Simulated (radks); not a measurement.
I3+, configuration [Kr] 4d9.5 5s2 5p2 6s0.5 (fractional occupations, a model configuration).

Calculated with a radial shooting solver on a logarithmic mesh with Libxc functionals: scalar-relativistic Kohn-Sham, PBE, spin-unpolarised, spherical densities, finite nucleus; Fermi nuclear charge, rms radius 4.75 fm.

Energy parts (eV):
part                       energy
total                 -193546.782
kinetic                203152.151
electron-nucleus      -466386.079
Hartree                 74575.205
exchange-correlation    -4888.059

Orbitals (lengths in bohr, moments of r in powers of bohr):
orbital  occ.  eigenvalue (eV)     <r^2>
1s          2        -33023.08  0.001005
2s          2        -5136.598   0.01619
2p          6        -4614.638   0.01282
3s          2        -1068.709    0.1127
3p          6        -899.5414    0.1129
3d         10        -646.2165   0.09850
4s          2        -219.5677    0.6144
4p          6        -166.3341    0.7067
4d        9.5         -88.4466    0.9561
5s          2         -49.6919     3.588
5p          2         -36.9811     4.742
5d          0         -20.8199     8.934
6s        0.5         -18.8079     16.43
6p          0         -15.1149     21.79

The highest occupied level is 6s at -18.808 eV. The configuration is held as typed, so some empty levels lie below it. Summed over all electrons, <r^2> = 41.43 bohr^2, which gives a Langevin (diamagnetic) susceptibility term of -32.8 x 10^-6 cm^3/mol. The density falls to 0.001 e/bohr^3 at r = 4.14 bohr. The electron density at the nucleus is 2.571e+05 e/bohr^3 (large components only).
